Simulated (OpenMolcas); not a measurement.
What dynamic correlation does to the levels of Co³⁺

```
Program             : OpenMolcas 26.06
Basis               : ANO-RCC-VTZP [6s5p3d2f1g]
Scalar Hamiltonian  : DKH2, point nucleus
Active space        : 6 electrons in 9 orbitals (RAS2 3d 4s; RAS3 4p, at most 2 electrons)
State averaging     : 2S+1 = 5 even, 30 roots; 2S+1 = 7 even, 1 root kept (CI in the orbitals of an earlier block); 2S+1 = 3 even, 87 roots kept (CI in the orbitals of an earlier block); 2S+1 = 1 even, 86 roots kept (CI in the orbitals of an earlier block); 2S+1 = 5 odd, 3 roots; 2S+1 = 7 odd, 3 roots kept (CI in the orbitals of an earlier block); 2S+1 = 3 odd, 7 roots kept (CI in the orbitals of an earlier block, 0 in the spin-orbit step)
Spin-orbit coupling : RASSI with atomic mean-field integrals over the reference wave functions, term energies averaged over their components
```

Methods on the same reference wave functions:
A. RASSCF
B. SS-RASPT2, IPEA 0.25 Eh, imaginary shift 0.1 Eh (closed shells correlated: 3s 3p)
C. MS-RASPT2, IPEA 0.25 Eh, imaginary shift 0.1 Eh (closed shells correlated: 3s 3p)

Energies in cm-1 above 3d6 5D4, the measured ground level; measured values from Sugar and Corliss, J. Phys. Chem. Ref. Data 10, 1097 (1981).

```json
{"Level": "3d6 5D4", "A": "0.0", "B": "0.0", "C": "0.0", "Measured": "0.0"}
{"Level": "3d6 5D3", "A": "708", "B": "714", "C": "714", "Measured": "639"}
{"Level": "3d6 5D2", "A": "1202", "B": "1201", "C": "1201", "Measured": "1078"}
{"Level": "3d6 5D1", "A": "1520", "B": "1511", "C": "1511", "Measured": ""}
{"Level": "3d6 5D0", "A": "1675", "B": "1663", "C": "1663", "Measured": "1494"}
{"Level": "3d6 3H6", "A": "27568", "B": "23880", "C": "23880", "Measured": "23680"}
{"Level": "3d6 3H5", "A": "27926", "B": "24210", "C": "24210", "Measured": "24032"}
{"Level": "3d6 3H4", "A": "28183", "B": "24390", "C": "24390", "Measured": "24272"}
{"Level": "3d6 3P2(1)", "A": "29650", "B": "22510", "C": "22510", "Measured": "22883"}
{"Level": "3d6 3F4(1)", "A": "31277", "B": "25310", "C": "25310", "Measured": "25396"}
{"Level": "3d6 3F3(1)", "A": "31685", "B": "25650", "C": "25650", "Measured": "25736"}
{"Level": "3d6 3P1(1)", "A": "31737", "B": "24610", "C": "24610", "Measured": "24729"}
{"Level": "3d6 3F2(1)", "A": "31987", "B": "25910", "C": "25910", "Measured": "25969"}
{"Level": "3d6 3P0(1)", "A": "32575", "B": "25430", "C": "25430", "Measured": "25449"}
{"Level": "3d6 3G5", "A": "34713", "B": "29040", "C": "29040", "Measured": "29022"}
{"Level": "3d6 3G4", "A": "35386", "B": "29680", "C": "29680", "Measured": "29592"}
{"Level": "3d6 3G3", "A": "35669", "B": "29930", "C": "29940", "Measured": "29868"}
{"Level": "3d6 1I6", "A": "41615", "B": "36350", "C": "36350", "Measured": "35943"}
{"Level": "3d6 1G4(1)", "A": "43642", "B": "36940", "C": "36940", "Measured": "36683"}
{"Level": "3d6 3D1", "A": "44761", "B": "36010", "C": "36010", "Measured": ""}
{"Level": "3d6 3D2", "A": "44788", "B": "35990", "C": "35990", "Measured": ""}
{"Level": "3d6 3D3", "A": "44993", "B": "36230", "C": "36230", "Measured": "36554"}
{"Level": "3d6 1S0(1)", "A": "50460", "B": "41570", "C": "41570", "Measured": "41442"}
{"Level": "3d6 1D2(1)", "A": "54209", "B": "42270", "C": "42270", "Measured": "42342"}
```

Deviations, from unrounded energies. A percentage is the sum of absolute deviations over the sum of measured energies, with the sign that they share, or ± where signs differ.

| Against measurement | Levels | A | B | C |
| --- | --- | --- | --- | --- |
| mean absolute deviation (cm-1) | 20 | 5500 | 150 | 150 |
| fine structure of the ground term (%) | 3 | +11.7 | +11.4 | +11.4 |
| other terms of the ground configuration (%) | 17 | +21.8 | ±0.5 | ±0.5 |

B, C lie about equally close to measurement and A furthest from it. The largest miss of B in the table is 3d6 1I6, by +400 cm-1. The ranking rests on the paired levels alone, and a cruder setting can come out closer through cancelling errors.

Between B and C no level of the table moves by more than 5 cm-1.

The two smallest mean deviations differ by little beside CASPT2's spread within terms, so their order carries little weight.

From A to B the spin-free energies of the other terms of 3d6 shown, above 5D, scale by factors of 0.76 to 0.87, as is usual when dynamic correlation screens the repulsion within a d or f shell.

The lowest spin-free term lies below A's lowest term by 0.446 hartree in B, 0.446 hartree in C.

CASPT2 does not keep the components of a term degenerate, so their means are used; among the terms shown or strongly mixed into the levels shown the widest spread is 460 cm-1 (3d6 1G(1), C). Over all roots computed the reference weight is 0.90 to 0.96 in B, 0.90 to 0.96 in C; the roots of lowest weight are the least certain, and an intruder state may touch them. Some high roots are left out of the spin-orbit mixing, which shifts the levels that they would mix with. Terms from blocks run as CI alone lack orbitals of their own. Without dynamic correlation excited terms often stand tens of per cent too high (terms of higher spin than the ground term too low), and those without a measured partner can miss by more than the paired ones (holds for A). The CASPT2 spread within a term exceeds the gap to the next term for 3d6 3D and 3d6 1I, 3d6 1I and 3d6 1G(1), so the order of their levels is uncertain (holds for B; C). Blocks of more than 70 roots (2S+1 = 3 even, 1 even) ran without multistate coupling (holds for C). Measured partners are found by configuration, term and J. A level has none where our copy of the source lacks it or the pairing is in doubt (some pairs that miss far off the trend of their configuration count as doubtful), and it then counts in no deviation. Levels of configurations outside the active space are missing. The table leaves out levels that lie high or whose names do not pair safely across all columns.

A number in round brackets counts repeated terms of one configuration in the order of the reference energies.
